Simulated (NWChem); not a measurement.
## Correlation energy of Mg

```
Mg
```
Charge 0, spin multiplicity 1.

Program: NWChem.

Basis set: STO-3G. Each correlation energy counts from its own Hartree-Fock reference.

The correlated methods keep 5 core orbitals frozen. Coupled-cluster values serve here as a point of comparison, not as the truth.

Problem. One of these methods gave a correlation energy of -20.5 mHa. Which?
(A) MP2
(B) SCS-MP2
(C) CCSD

Solution. A, MP2. The others give -24.6 (SCS-MP2), -36.2 (CCSD).
